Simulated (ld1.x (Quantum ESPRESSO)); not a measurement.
## How hard is this potassium (K) PAW potential?

K (Z = 19), PAW, made with ld1.x (Quantum ESPRESSO) 7.5 (BLYP, scalar-relativistic). Core [Ne], reference 3s2 3p6 3d0 4s0 4p1. Waves: 3s (bound): rcut 1.70, rcutus 1.95 bohr; 4s (bound, empty): rcut 1.70, rcutus 1.95 bohr; 3p (bound): rcut 1.95, rcutus 2.60 bohr; 4p (bound): rcut 1.95, rcutus 2.60 bohr; 3d (bound, empty): rcut 3.65, rcutus 4.60 bohr; 3d channel at 4.85 Ry: rcut 3.65, rcutus 4.60 bohr. Local part: all-electron potential smoothed inside 2.60 bohr (lloc = -2). Core correction: Bessel-smoothed model core inside 1.75 bohr. Augmentation charge: PSQ, inside the norm-conserving radii.

The pseudo-atom Hamiltonian at the reference potential is diagonalised in spherical Bessel functions j_l(qr) that vanish at 20 bohr, with q² up to the cutoff. All-electron valence levels (Ry): 3s -2.6862, 4s -0.2186, 3p -1.4731, 4p -0.0910, 3d -0.0252.

Question: How do the lowest levels (Ry) of each channel move with the cutoff, and are there ghosts?

Answer:

| cutoff (Ry) | s #1 | s #2 | s #3 | p #1 | p #2 | d #1 | d #2 | f #1 | f #2 | Σ f·Δε (mRy) |
| --- | --- | --- | --- | --- | --- | --- | --- | --- | --- | --- |
| 8 | -2.6601 | -0.2072 | -0.0163 | -1.4650 | -0.0785 | -0.0239 | 0.0461 | 0.0636 | 0.1793 | 112.9 |
| 10 | -2.6770 | -0.2109 | -0.0173 | -1.4711 | -0.0802 | -0.0239 | 0.0461 | 0.0636 | 0.1793 | 41.2 |
| 12 | -2.6836 | -0.2139 | -0.0181 | -1.4727 | -0.0824 | -0.0239 | 0.0461 | 0.0636 | 0.1793 | 15.9 |
| 15 | -2.6856 | -0.2160 | -0.0186 | -1.4729 | -0.0877 | -0.0239 | 0.0461 | 0.0636 | 0.1793 | 5.5 |
| 18 | -2.6860 | -0.2178 | -0.0191 | -1.4730 | -0.0901 | -0.0239 | 0.0461 | 0.0636 | 0.1793 | 1.8 |
| 21 | -2.6860 | -0.2183 | -0.0193 | -1.4731 | -0.0906 | -0.0239 | 0.0461 | 0.0636 | 0.1793 | 0.8 |
| 25 | -2.6861 | -0.2185 | -0.0193 | -1.4731 | -0.0906 | -0.0239 | 0.0461 | 0.0636 | 0.1793 | 0.5 |
| 30 | -2.6862 | -0.2186 | -0.0194 | -1.4731 | -0.0907 | -0.0239 | 0.0461 | 0.0636 | 0.1793 | 0.2 |
| 400 | -2.6862 | -0.2186 | -0.0194 | -1.4731 | -0.0908 | -0.0239 | 0.0461 | 0.0636 | 0.1793 | 0.0 |

Result: no extra level below or beside the all-electron valence levels (s, p, d, f tested); 10 mRy is reached at 15 Ry and 1 mRy at 21 Ry.

Test run stopped at test 1 of 7 (negative rho).
